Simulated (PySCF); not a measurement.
Species: C₃H₉NSi.
Numbering: `[CH2:1]1[CH2:2][NH:3][SiH2:4][CH2:5]1`

NICS is the negative of the GIAO shielding at a point without a nucleus: at the ring centre (0) and 1 Å above and below it (1); zz is the component along the ring normal. Level: GIAO PBE0/pcSseg-1 (PySCF, non-relativistic, gas phase) on the GFN2-xTB geometry, one conformer.

Ring bond lengths (Å), with Mayer bond orders in brackets: C1–C2 1.526 (1.03), C2–N3 1.450 (0.96), N3–Si4 1.716 (1.02), Si4–C5 1.901 (0.91), C5–C1 1.527 (1.03).

Question: What do the NICS probes read (ppm)?

Answer: 
```json
{"ring": "C1–C2–N3–Si4–C5", "type": "5-membered ring with N and Si; formal bonds all single", "NICS(0)": "-6.8", "NICS(1), two faces": "-3.1 / -3.9", "NICS(1)zz, two faces": "-3.6 / -4.2", "rms pucker (Å)": "0.17", "centre to ring atoms, mean (Å)": "1.36"}
```

Question: What can be read from them?

Answer: 
- C1–C2–N3–Si4–C5: mean NICS(1)zz -3.9 ppm, shielded. C1, C2, Si4, C5 have four or more neighbours, and the NICS criterion for π rings isn't applied.

Question: Give the inner angles of the rings and the Hirshfeld charges of the ring atoms.

Answer: 
- C1–C2–N3–Si4–C5: C1 107.7° (-0.070 e), C2 106.2° (-0.026 e), N3 114.5° (-0.251 e), Si4 92.1° (+0.365 e), C5 103.6° (-0.162 e); sum 524.0° against 540° for a flat convex ring.

Question: What are the shieldings of the ring atoms and their hydrogens in the same run (means over atoms taken as equivalent)?

Answer: 
| atoms | environment | σ isotropic (ppm) | principal values of the symmetric part, first atom (ppm) |
| --- | --- | --- | --- |
| C1 | ring CH2 carbon | 157.8 | 141.4, 160.4, 171.5 |
| C2 | sp3 carbon bound to nitrogen | 136.2 | 112.6, 133.9, 162.0 |
| N3 | silicon-bound nitrogen | 244.6 | 195.4, 227.0, 311.4 |
| Si4 | SiH2 silicon | 377.9 | 341.4, 361.3, 431.0 |
| C5 | sp3 carbon bound to silicon | 176.4 | 161.0, 171.5, 196.6 |
| H on C1 (×2) | methylene hydrogen | 29.86 | 24.8, 27.4, 36.9 |
| H on C2 (×2) | methylene hydrogen | 28.48 | 23.4, 26.8, 35.8 |
| H on N3 | N–H hydrogen | 31.73 | 22.0, 28.9, 44.3 |
| H on Si4 (×2) | Si–H hydrogen | 26.82 | 23.0, 24.2, 33.3 |
| H on C5 (×2) | methylene hydrogen | 30.73 | 26.2, 27.8, 38.4 |
